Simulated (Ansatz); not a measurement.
A first, cheap relaxation of `N[SiH2][SiH2]S`.

```yaml
crystal:
  periodic: [false, false, false]
  atoms:
    - {symbol: N, position_ang: [-0.986800, 1.768900, 0.109100]}
    - {symbol: Si, position_ang: [0.241700, 0.949400, -0.629500]}
    - {symbol: Si, position_ang: [0.757600, -1.059000, 0.387200]}
    - {symbol: S, position_ang: [-0.874200, -2.310700, 0.549400]}
    - {symbol: H, position_ang: [-1.217500, 2.649700, -0.459700]}
    - {symbol: H, position_ang: [-1.890800, 1.278100, 0.047200]}
    - {symbol: H, position_ang: [-0.176400, 0.727400, -2.017600]}
    - {symbol: H, position_ang: [1.439500, 1.895300, -0.669000]}
    - {symbol: H, position_ang: [1.312800, -0.833900, 1.821500]}
    - {symbol: H, position_ang: [1.819400, -1.802100, -0.354300]}
    - {symbol: H, position_ang: [-0.360000, -3.320200, 1.236400]}
basis:
  gaussian: {orbitals: def2-SVP}
hamiltonian: {xc: pbe, dispersion: d4}
relax: {f_tol: 0.03, max_steps: 200}
```

```sh
$ ansatz run in.yaml --threads 4 --pin off --events-out ev --progress --plain --max-ram 10444MiB
```

It prints (some lines left out):

```
Functional definition: PBE
mean field -28170.64442062 eV, -1035.2520877094 hartree, gradient 1.7e-5 eV, S^2 0.000000; 0 other end points of the search recorded, 0 dependent functions left out
relax step   1: F+E_penalty+E_count = -28170.91164438 eV  Δ(F+E_penalty+E_count) = +0.000e0 eV  max|allowed force component| = 3.433e0 eV/Å  Δτ_max = 0.0000 Å  (28 SCF iters, accepted)
mean field -28171.14158591 eV, -1035.2703581966 hartree, gradient 1.5e-5 eV, S^2 0.000000; 0 other end points of the search recorded, 0 dependent functions left out
relax step   2: F+E_penalty+E_count = -28171.40916581 eV  Δ(F+E_penalty+E_count) = -4.975e-1 eV  max|allowed force component| = 1.594e0 eV/Å  Δτ_max = 0.1933 Å  (27 SCF iters, accepted)
mean field -28171.24534543 eV, -1035.2741712888 hartree, gradient 1.1e-5 eV, S^2 0.000000; 0 other end points of the search recorded, 0 dependent functions left out
relax step   3: F+E_penalty+E_count = -28171.51075551 eV  Δ(F+E_penalty+E_count) = -1.016e-1 eV  max|allowed force component| = 7.400e-1 eV/Å  Δτ_max = 0.1878 Å  (27 SCF iters, accepted)
mean field -28171.27056816 eV, -1035.2750982067 hartree, gradient 9.8e-6 eV, S^2 0.000000; 0 other end points of the search recorded, 0 dependent functions left out
relax step   4: F+E_penalty+E_count = -28171.53714180 eV  Δ(F+E_penalty+E_count) = -2.639e-2 eV  max|allowed force component| = 3.719e-1 eV/Å  Δτ_max = 0.1332 Å  (26 SCF iters, accepted)
mean field -28171.29258331 eV, -1035.2759072489 hartree, gradient 1.4e-5 eV, S^2 0.000000; 0 other end points of the search recorded, 0 dependent functions left out
relax step   5: F+E_penalty+E_count = -28171.56059407 eV  Δ(F+E_penalty+E_count) = -2.345e-2 eV  max|allowed force component| = 1.218e-1 eV/Å  Δτ_max = 0.1196 Å  (27 SCF iters, accepted)
mean field -28171.29535201 eV, -1035.2760089965 hartree, gradient 1.9e-5 eV, S^2 0.000000; 0 other end points of the search recorded, 0 dependent functions left out
relax step   6: F+E_penalty+E_count = -28171.56438091 eV  Δ(F+E_penalty+E_count) = -3.787e-3 eV  max|allowed force component| = 1.444e-1 eV/Å  Δτ_max = 0.0382 Å  (26 SCF iters, accepted)
mean field -28171.29813662 eV, -1035.2761113292 hartree, gradient 1.9e-5 eV, S^2 0.000000; 0 other end points of the search recorded, 0 dependent functions left out
relax step   7: F+E_penalty+E_count = -28171.56873595 eV  Δ(F+E_penalty+E_count) = -4.355e-3 eV  max|allowed force component| = 1.581e-1 eV/Å  Δτ_max = 0.0547 Å  (26 SCF iters, accepted)
mean field -28171.29878103 eV, -1035.2761350107 hartree, gradient 1.9e-5 eV, S^2 0.000000; 0 other end points of the search recorded, 0 dependent functions left out
relax step   8: F+E_penalty+E_count = -28171.57337548 eV  Δ(F+E_penalty+E_count) = -4.640e-3 eV  max|allowed force component| = 1.321e-1 eV/Å  Δτ_max = 0.1474 Å  (27 SCF iters, accepted)
mean field -28171.30011462 eV, -1035.2761840191 hartree, gradient 2.0e-5 eV, S^2 0.000000; 0 other end points of the search recorded, 0 dependent functions left out
relax step   9: F+E_penalty+E_count = -28171.57501708 eV  Δ(F+E_penalty+E_count) = -1.642e-3 eV  max|allowed force component| = 3.947e-2 eV/Å  Δτ_max = 0.0178 Å  (27 SCF iters, accepted)
mean field -28171.30063143 eV, -1035.2762030118 hartree, gradient 2.0e-5 eV, S^2 0.000000; 0 other end points of the search recorded, 0 dependent functions left out
relax step  10: F+E_penalty+E_count = -28171.57573934 eV  Δ(F+E_penalty+E_count) = -7.223e-4 eV  max|allowed force component| = 5.069e-2 eV/Å  Δτ_max = 0.0487 Å  (27 SCF iters, accepted)
mean field -28171.30142639 eV, -1035.2762322258 hartree, gradient 2.0e-5 eV, S^2 0.000000; 0 other end points of the search recorded, 0 dependent functions left out
relax step  11: F+E_penalty+E_count = -28171.57680928 eV  Δ(F+E_penalty+E_count) = -1.070e-3 eV  max|allowed force component| = 1.831e-2 eV/Å  Δτ_max = 0.0306 Å  (26 SCF iters, accepted)
mean field -28171.30096284 eV, -1035.2762151908 hartree, gradient 2.0e-5 eV, S^2 0.000000; 0 other end points of the search recorded, 0 dependent functions left out
relax step  12: F+E_penalty+E_count = -28171.57701237 eV  Δ(F+E_penalty+E_count) = -2.031e-4 eV  max|allowed force component| = 1.822e-2 eV/Å  Δτ_max = 0.0432 Å  (27 SCF iters, accepted)
mean field -28171.30096284 eV, -1035.2762151908 hartree, gradient 1.9e-5 eV, S^2 0.000000; 1 other end points of the search recorded, 0 dependent functions left out
Total energy: -28171.57705234 eV, -1035.2863612928 hartree
Atom 0 at    -1.031409     1.579778     0.113592 Å, force    -0.012474    -0.010553    -0.015935 eV/Å
Atom 1 at     0.338675     0.974108    -0.789727 Å, force    -0.000793     0.013628     0.012832 eV/Å
Atom 2 at     0.880021    -1.023053     0.327647 Å, force    -0.008153     0.000501    -0.008028 eV/Å
Atom 3 at    -1.037892    -2.063281     0.361962 Å, force     0.009343    -0.017464     0.010309 eV/Å
Atom 4 at    -1.494530     2.440001    -0.194375 Å, force     0.006736    -0.012867     0.006507 eV/Å
Atom 5 at    -1.730485     0.878942     0.383709 Å, force     0.014408     0.018219     0.001621 eV/Å
Atom 6 at     0.128409     0.664801    -2.260269 Å, force     0.004097    -0.002664     0.006411 eV/Å
Atom 7 at     1.469557     1.967012    -0.719851 Å, force    -0.003708     0.003735    -0.001595 eV/Å
Atom 8 at     1.328498    -0.771424     1.743960 Å, force     0.001846     0.005661    -0.007234 eV/Å
Atom 9 at     1.951857    -1.829040    -0.361581 Å, force    -0.003779    -0.004789     0.003170 eV/Å
Atom 10 at    -0.737401    -2.874944     1.415632 Å, force    -0.007522     0.006593    -0.008058 eV/Å
Dipole moment:    -0.095581     0.077212     0.098716 e Å
```

Hardware: 4 threads of an AMD EPYC 7B13 on a shared host. Wall time 11 s, peak host memory 0.17 GiB.
